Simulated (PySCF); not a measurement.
C3H2BrF, SMILES C(=C=CBr)F.

Geometry optimised at ωB97X-D3(BJ)/def2-SVP.

Calculation: ωB97X/def2-TZVP run with PySCF.

The molecule is in vacuum.

| Property | Result |
|---|---|
| total energy | -2789.49545 hartree |
| highest occupied level | -10.02 eV |
| lowest empty level | 1.16 eV |
| orbital gap | 11.18 eV |
| dipole moment | 1.53 D |
| quadrupole, principal values (traceless, Buckingham form, about the centre of nuclear charge) | -7.60, 2.45, 5.15 D·Å |
| mean static polarisability | 58.8 bohr³ (8.71 Å³) |
| polarisability, principal values | 37.5, 43.6, 95.2 bohr³ |
